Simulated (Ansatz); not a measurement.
`CC[Si]S` + H₂ → `CC[SiH]` + H₂S at 700 K and 1 bar (hydrogenolysis of the Si–S bond).

Calculated with Ansatz (gas phase, PBE0-D4/def2-TZVP geometries, no zero-point term in ΔE). CCSD(T)/CBS adds triple-zeta CCSD(T) − MP2 to the extrapolated MP2 energy (def2 sets, frozen cores). This one scheme is used for every species. One conformer a species, not always the lowest.

| species | CCSD(T)/CBS energy (Eh) | H − E (kJ/mol) | S (J/(mol·K)) |
| --- | --- | --- | --- |
| `CC[Si]S` | -766.55965 | 266.1 | 440.3 |
| H₂ | -1.17544 | 46.8 | 155.3 |
| `CC[SiH]` | -368.72354 | 243.9 | 377.7 |
| H₂S | -398.97279 | 64.8 | 236.9 |

H − E and S are ideal-gas, rigid-rotor, harmonic terms from PBE0-D4/def2-TZVP, for one conformer and one mirror image of each species. The MP2-based limit puts H₂ 0.8 mEh under its directly extrapolated value; such offsets cancel only in part. 1 Eh = 2625.50 kJ/mol, R = 8.31446 J/(mol·K).

Task: By hand: ΔE, ΔH, ΔS and ΔG.

Result: ΔE = (-368.72354) + (-398.97279) − (-766.55965) − (-1.17544) = 0.03876 Eh = 101.8 kJ/mol. Δ(H − E) = 243.9 + 64.8 − 266.1 − 46.8 = -4.2, so ΔH = 97.6 kJ/mol. ΔS = 377.7 + 236.9 − 440.3 − 155.3 = 19.0 J/(mol·K). ΔG = 97.6 − 700 × (19.0)/1000 = 84.3 kJ/mol.

Task: By hand: the equilibrium constant, and the temperature at which ΔG would vanish if ΔH and ΔS stayed fixed.

Result: log₁₀ K = −ΔG/(RT ln 10) = -6.3. ΔG = 0 at ΔH/ΔS = 5137 K, far beyond where these terms or the molecules hold.

ΔH outweighs TΔS. A doubt of 5 kJ/mol in ΔE shifts log₁₀ K by 0.4 here. Other conformers and mirror images would add mixing entropy, several J/(mol·K) or more a flexible species. Modes under 60 cm⁻¹, often nearly free rotors, make the harmonic entropy too high. These are equilibria of isolated gas molecules and say nothing of rates. Largest T1 diagnostic: 0.013 (customary marks: 0.02 for closed shells, 0.045 for open ones).
